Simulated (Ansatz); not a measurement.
C₂H₆BFO, SMILES `CBC(O)F`, relaxed with RKS PBE-D4/def2-SVP in the Gaussian-basis code of Ansatz from a rough embedded geometry. The force threshold is 0.03 eV/Å; the program also tests the step.

Charge 0, multiplicity 1.

Start:

```xyz
11

C     1.117   -0.501    0.821
B    -0.005   -0.757   -0.218
C    -0.810    0.472   -0.804
O    -1.581    1.137    0.172
F    -1.770   -0.005   -1.717
H     1.947    0.154    0.317
H     0.763   -0.018    1.704
H     1.625   -1.462    1.041
H    -0.253   -1.906   -0.580
H    -0.161    1.132   -1.352
H    -0.872    1.754    0.617
```

```tsv
step	energy (eV)	largest force (eV/Å)	largest move (Å)
1	-7596.3967	2.769	0.000
2	-7596.6827	0.892	0.103
3	-7596.7301	0.347	0.120
4	-7596.7582	0.177	0.078
5	-7596.7971	0.847	0.195
6	-7596.8251	1.138	0.195
7	-7596.8634	0.522	0.099
8	-7596.8891	0.249	0.087
9	-7596.8965	0.088	0.056
10	-7596.9040	0.259	0.093
11	-7596.9090	0.467	0.121
13	-7596.9197	0.508	0.200
15	-7596.9415	0.185	0.064
17	-7596.9521	0.188	0.034
19	-7596.9548	0.189	0.066
21	-7596.9568	0.030	0.028
23 (rejected)	-7596.9564	0.254	0.087
25	-7596.9613	0.096	0.062
27	-7596.9640	0.137	0.049
29	-7596.9702	0.173	0.056
31	-7596.9762	0.215	0.036
33	-7596.9808	0.038	0.049
35	-7596.9816	0.025	0.041
36	-7596.9819	0.030	0.031
```

End:

```xyz
11

C     1.474   -0.641    0.525
B    -0.052   -0.630    0.204
C    -0.802    0.672   -0.315
O    -2.150    0.670   -0.050
F    -0.544    0.425   -1.720
H     1.958   -0.932   -0.441
H     1.911    0.335    0.816
H     1.774   -1.426    1.248
H    -0.710   -1.654    0.196
H    -0.326    1.663   -0.117
H    -2.534    1.519   -0.345
```

Run time 37 s (4 threads of an Arm Neoverse V1 on a shared host); peak host memory 0.15 GiB.
